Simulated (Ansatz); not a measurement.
Coupled-cluster diagnostics for the cluster Zr2P2 (the lowest singlet isomer of a short search), Ansatz.

Geometry of the singlet (PBE-D4/def2-SVP):

```xyz
4

Zr   -0.6339    0.8483    0.9679
Zr    0.7224   -0.0484   -1.2386
P     1.4962   -0.2680    1.0285
P    -1.5846   -0.5319   -0.7578
```

In the def2 sets Zr takes a core potential; there is no spin–orbit coupling. Correlated methods freeze 10 core orbitals; core or outer-core shells of Zr are correlated, in sets that lack core-valence functions. The geometry of the singlet was relaxed on an unsound state (restricted singlet, unstable towards broken spin symmetry at other levels and untested here). At PBE0-D4/def2-TZVP a triplet of charge 0 lies 0.10 eV below the restricted singlet, each at its own geometry. The structure comes from a short search, and lower isomers may exist.

Problem. Estimate the CCSD(T) correlation energy, the shares of MP2 and (T), T1 and the reference's ⟨S²⟩ for: charge 0, singlet, own geometry in def2-TZVPP; and the rough time on 4 threads of Arm Neoverse V2 on a shared host.

Solution. 
| state | basis | correlation (eV) | MP2 share (%) | (T) share (%) | T1 | ⟨S²⟩ (pure) | wall time | remarks |
| --- | --- | --- | --- | --- | --- | --- | --- | --- |
| charge 0, singlet, own geometry | def2-TZVPP | -30.222 | 98.4 | 8.5 | 0.047 | 0.00 (0.00) | 53 s | restricted SCF unstable |
Customary marks for T1 are 0.02 (closed shells), 0.045 (open shells) and about 0.05 (3d metals). T1 exceeds 0.02 in 1 of 1 rows and 0.045 in 1; the higher it lies, the less the single-reference result can be trusted.
